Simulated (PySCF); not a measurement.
A calculated (UHF, PySCF 2.14, aug-cc-pVTZ-DK, the spin-free X2C one-electron Hamiltonian (Gaussian nucleus)) atom or ion has these occupied shells.

```tsv
shell	electrons	orbital energy (eV)	rms radius, mean of both spins (bohr)
1s α	1	-19088.8	0.0415
1s β	1	-19088.8	0.0415
2s α	1	-2747.4	0.171
2s β	1	-2746.8	0.171
2p α	3	-2448.1	0.152
2p β	3	-2447.6	0.152
3s α	1	-493.55	0.471
3s β	1	-493.18	0.471
3p α	3	-392.76	0.478
3p β	3	-392.38	0.478
3d α	5	-227.85	0.473
3d β	5	-227.07	0.473
4s α	1	-78.092	1.24
4s β	1	-74.351	1.24
4p α	3	-49.219	1.39
4p β	3	-44.295	1.39
4d α	3	-11.529	2.15
5s α	1	-8.655	3.82
5p α	1	-4.770	4.88
```

(1) Name the element and its charge.

## Answers

(1) Nb (niobium, neutral), in [Kr] 4d3 5s1 5p1, one real determinant (an excited configuration).
